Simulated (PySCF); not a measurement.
Species: C₇H₁₁FO.
Atom-mapped SMILES: `[CH3:1][C:2]1([CH3:3])[CH2:4][C@:5]1([CH3:6])[C:7](=[O:8])[F:9]` (hydrogens: H10, H11, H12 on C1; H13, H14, H15 on C3; H16, H17 on C4; H18, H19, H20 on C6)

Structure used (PBE0-D3(BJ)/def2-SVP), in Å, numbered top down from 1:
```
atom  x, y, z in Å
C1     1.3842   -0.2672    1.3847
C2     0.6355    0.2754    0.1888
C3     1.5040    0.3652   -1.0457
C4    -0.4297    1.2948    0.4022
C5    -0.8524   -0.0933   -0.0269
C6    -1.3835   -0.3428   -1.4208
C7    -1.4803   -0.9133    1.0367
O8    -1.5009   -0.7283    2.2098
F9    -2.0833   -2.0026    0.5266
H10    1.7913   -1.2685    1.1705
H11    0.7558   -0.3334    2.2804
H12    2.2340    0.3957    1.6123
H13    2.4130    0.9412   -0.8109
H14    1.8225   -0.6350   -1.3800
H15    1.0082    0.8654   -1.8871
H16   -0.5554    2.0866   -0.3416
H17   -0.6701    1.5752    1.4310
H18   -1.0195    0.4139   -2.1258
H19   -2.4826   -0.2984   -1.4301
H20   -1.0870   -1.3337   -1.7947
```

Jobs on this species (20 atoms, 70 electrons) with PySCF (density fitting). Hardware of each: one thread of an Arm Neoverse N1, on a shared host. Times come from a shared host and carry two figures at best.

Question: Rank these jobs by wall time, shortest first.
A. KT3/pcSseg-1; shieldings, ring-centre shieldings; 208 basis functions
B. wB97X-D/def2-SVPD; 10 singlets by full TDDFT, 4 Tamm–Dancoff triplets, polarisability, ΔSCF ions; 274 basis functions
C. PBE0-D3(BJ)/def2-SVP, grid level 1; geometry optimisation from a GFN2-xTB start; 181 basis functions

Answer: A (88 s), C (4.7 min), B (13 min).

All jobs:

```csv
level and settings,work,basis functions,SCF cycles,wall time
PBE0/pcSseg-1,"shieldings, ring-centre shieldings, charges and field gradients",208,14,63 s
"PBE0/pcSseg-1, IEF-PCM dimethylsulfoxide","shieldings, ring-centre shieldings",208,14,63 s
"PBE0/pcSseg-1, IEF-PCM chloroform","shieldings, ring-centre shieldings, charges and field gradients",208,14,69 s
KT3/pcSseg-1,"shieldings, ring-centre shieldings",208,16,88 s
"PBE0-D3(BJ)/def2-SVP, grid level 1",geometry optimisation from a GFN2-xTB start,181,72,4.7 min
wB97X-D/def2-SVPD,"10 singlets by full TDDFT, 4 Tamm–Dancoff triplets, polarisability, ΔSCF ions",274,14,13 min
```

Q: What do all jobs in the table cost together?

A: About 22 min; the longest takes about 58 % of that, and about 12 times as long as the shortest.
